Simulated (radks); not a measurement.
The numbers below are computed, except where a source is named.
Task: The mean radii <r> (bohr) of the occupied orbitals of an atom or ion are listed with their occupations. Level of theory: Dirac Kohn-Sham, relativistic LDA (MacDonald-Vosko exchange, VWN5 correlation), spin-unpolarised, spherical densities, finite nucleus; Fermi nuclear charge, rms radius of each element as measured or else 0.836 A^(1/3) + 0.57 fm (a radial shooting solver on a logarithmic mesh with Libxc functionals).

| orbital | occ. | <r> |
|---|---|---|
| 1s1/2 | 1 | 0.1016 |
| 2s1/2 | 2 | 0.4531 |
| 2p1/2 | 2 | 0.3930 |
| 2p3/2 | 1 | 0.3946 |

Name the element and its charge.

Result: Z = 15, phosphorus, charge +9: P9+ in 1s1 2s2 2p(1/2: 2, 3/2: 1). The 1s radius gives Z: for a bare nucleus <r> = (2 gamma + 1)/(2Z) with gamma = sqrt(1 - (Z/c)^2), 0.0996 bohr for Z = 15, and screening makes it slightly larger (0.1016 here). The occupations add up to 6, and the charge is Z minus that.
